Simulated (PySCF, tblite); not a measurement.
Isomers of C6H9N3, one GFN2-xTB conformer each. Single-point energies are computed at PBE0/pcSseg-1 (PySCF, gas phase, no added dispersion term), electronic only.

```csv
SMILES,GFN2-xTB relative energy (kcal/mol)
C=Cn1nnc(C)c1C,4.4
C=Cn1nncc1CC,9.1
CCc1ncc(C)nn1,0.0
Cn1nncc1C1CC1,6.2
```

Conformers: `[CH2:1]=[CH:2][n:3]1[n:4][n:5][c:6]([CH3:7])[c:8]1[CH3:9]` with C1–C2–N3–N4 0°; `[CH2:1]=[CH:2][n:3]1[n:4][n:5][cH:6][c:7]1[CH2:8][CH3:9]` with C1–C2–N3–N4 0°, C6–C7–C8–C9 -96°; `[CH3:1][CH2:2][c:3]1[n:4][cH:5][c:6]([CH3:7])[n:8][n:9]1` with C1–C2–C3–N4 89°; `[CH3:1][n:2]1[n:3][n:4][cH:5][c:6]1[CH:7]1[CH2:8][CH2:9]1` with C5–C6–C7–C8 -37°.

**Question.** What does PBE0/pcSseg-1 give for the same structures?

**Answer.** 
| SMILES | PBE0/pcSseg-1 E (Eh) | PBE0/pcSseg-1 (kcal/mol) | GFN2-xTB (kcal/mol) | point group |
| --- | --- | --- | --- | --- |
| CCc1ncc(C)nn1 | -397.76283 | 0.0 | 0.0 | C1 |
| C=Cn1nnc(C)c1C | -397.74672 | 10.1 | 4.4 | Cs |
| C=Cn1nncc1CC | -397.73857 | 15.2 | 9.1 | C1 |
| Cn1nncc1C1CC1 | -397.73386 | 18.2 | 6.2 | near Cs |

Both levels put the same isomer lowest; measured from each level's own lowest isomer, the values differ by up to 12.0 kcal/mol (Cn1nncc1C1CC1: 6.2 against 18.2). As drawn, the highest has a three-membered ring, which the lowest lacks.

**Question.** Which frontier levels, dipoles and rotational constants go with these structures?

**Answer.** 
```tsv
SMILES	HOMO (eV, PBE0/pcSseg-1)	LUMO (eV)	dipole (D)	A, B, C (MHz)
CCc1ncc(C)nn1	-6.62	-1.81	2.49	4691, 1036, 921.5
C=Cn1nnc(C)c1C	-6.85	-1.04	4.56	3328, 1322, 957.3
C=Cn1nncc1CC	-7.17	-1.08	4.75	2213, 1636, 1012
Cn1nncc1C1CC1	-6.86	0.20	5.31	3141, 1328, 1013
```

**Question.** What happens when harmonic zero-point energies from GFN2-xTB frequencies are added?

**Answer.** 
```
        SMILES  ZPE (kcal/mol)  electronic (kcal/mol)  with ZPE (kcal/mol)
 CCc1ncc(C)nn1            90.4                    0.0                  0.0
C=Cn1nnc(C)c1C            90.3                   10.1                  9.9
  C=Cn1nncc1CC            91.1                   15.2                 15.9
 Cn1nncc1C1CC1            91.8                   18.2                 19.6
```

The zero-point energies span 1.5 kcal/mol. The order is unchanged.

**Question.** As an exercise, what shares would exp(−E/RT) give at 2000 K from these electronic energies alone (no entropy, no degeneracies)?

**Answer.** RT = 3.974 kcal/mol: CCc1ncc(C)nn1 90.1 %, C=Cn1nnc(C)c1C 7.1 %, C=Cn1nncc1CC 2.0 %, Cn1nncc1C1CC1 0.9 %.
